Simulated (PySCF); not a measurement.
Geometry:
| atom | x (Å) | y (Å) | z (Å) |
| --- | --- | --- | --- |
| C1 | -0.432 | -1.203 | 1.065 |
| N2 | -0.541 | -0.480 | -0.211 |
| C3 | 0.742 | -0.504 | -0.949 |
| C4 | 1.882 | 0.174 | -0.248 |
| C5 | 3.278 | -0.133 | -0.702 |
| C6 | 2.816 | -0.590 | 0.647 |
| B7 | -1.112 | 1.059 | 0.058 |
| C8 | -2.724 | 0.788 | 0.119 |
| C9 | -2.943 | -0.642 | -0.416 |
| C10 | -1.623 | -1.063 | -1.045 |
| H11 | 0.339 | -0.730 | 1.681 |
| H12 | -1.386 | -1.141 | 1.599 |
| H13 | -0.175 | -2.261 | 0.889 |
| H14 | 1.004 | -1.556 | -1.170 |
| H15 | 0.548 | 0.004 | -1.905 |
| H16 | 1.670 | 1.212 | 0.027 |
| H17 | 3.991 | 0.692 | -0.762 |
| H18 | 3.407 | -0.891 | -1.480 |
| H19 | 3.206 | -0.083 | 1.534 |
| H20 | 2.637 | -1.660 | 0.787 |
| H21 | -0.759 | 1.688 | -0.938 |
| H22 | -0.574 | 1.476 | 1.077 |
| H23 | -3.255 | 1.519 | -0.510 |
| H24 | -3.154 | 0.889 | 1.128 |
| H25 | -3.212 | -1.341 | 0.393 |
| H26 | -3.750 | -0.726 | -1.160 |
| H27 | -1.484 | -2.154 | -1.144 |
| H28 | -1.518 | -0.612 | -2.043 |

Geometry: PBE0-D3(BJ)/def2-SVP; GIAO absolute shieldings from PySCF 2.14.0 with density-fitted response routines, gas phase, non-relativistic, averaged over equivalent atoms.

At PBE0/pcSseg-1 (260 basis functions, 3.2 min wall time on 1 thread of an Intel Xeon, shared host):
```json
{"atoms": "C3", "σ (ppm)": "113.1"}
{"atoms": "C10", "σ (ppm)": "117.3"}
{"atoms": "C1", "σ (ppm)": "139.9"}
{"atoms": "C9", "σ (ppm)": "159.5"}
{"atoms": "C8", "σ (ppm)": "175.0"}
{"atoms": "C6", "σ (ppm)": "175.0"}
{"atoms": "C4", "σ (ppm)": "175.7"}
{"atoms": "C5", "σ (ppm)": "181.2"}
{"atoms": "N2", "σ (ppm)": "183.2"}
{"atoms": "B7", "σ (ppm)": "108.4"}
{"atoms": "H15", "σ (ppm)": "28.09"}
{"atoms": "H22", "σ (ppm)": "28.69"}
{"atoms": "H28", "σ (ppm)": "28.72"}
{"atoms": "H11/H12/H13", "σ (ppm)": "28.92"}
{"atoms": "H21", "σ (ppm)": "28.98"}
{"atoms": "H27", "σ (ppm)": "29.15"}
{"atoms": "H26", "σ (ppm)": "29.46"}
{"atoms": "H25", "σ (ppm)": "29.60"}
{"atoms": "H16", "σ (ppm)": "29.67"}
{"atoms": "H14", "σ (ppm)": "29.94"}
{"atoms": "H23", "σ (ppm)": "30.23"}
{"atoms": "H24", "σ (ppm)": "30.41"}
{"atoms": "H19", "σ (ppm)": "30.54"}
{"atoms": "H17", "σ (ppm)": "30.68"}
{"atoms": "H20", "σ (ppm)": "31.18"}
{"atoms": "H18", "σ (ppm)": "31.32"}
```

Question: Estimate the result of repeating the calculation with B3LYP/pcSseg-1.

Answer: 
```csv
atoms,σ at B3LYP/pcSseg-1,change
C3,106.2,-6.9
C10,110.6,-6.7
C1,134.0,-5.9
C9,153.2,-6.3
C8,168.8,-6.2
C6,169.6,-5.4
C4,170.2,-5.5
C5,176.0,-5.2
N2,175.4,-7.8
B7,104.1,-4.3
H15,28.18,+0.09
H22,28.88,+0.19
H28,28.82,+0.10
H11/H12/H13,29.01,+0.09
H21,29.17,+0.19
H27,29.26,+0.11
H26,29.58,+0.12
H25,29.71,+0.11
H16,29.78,+0.11
H14,30.05,+0.11
H23,30.37,+0.14
H24,30.53,+0.12
H19,30.66,+0.12
H17,30.82,+0.14
H20,31.31,+0.13
H18,31.45,+0.13
```

The largest change is at N2 (donor nitrogen of a Lewis adduct). Cost: 260 basis functions, 2.6 min wall time on 1 thread of an Intel Xeon, shared host. The order of the carbon signals is the same at both levels.

A carbon bonded to boron is broadened by the quadrupolar boron nucleus and is often missing from a measured spectrum.
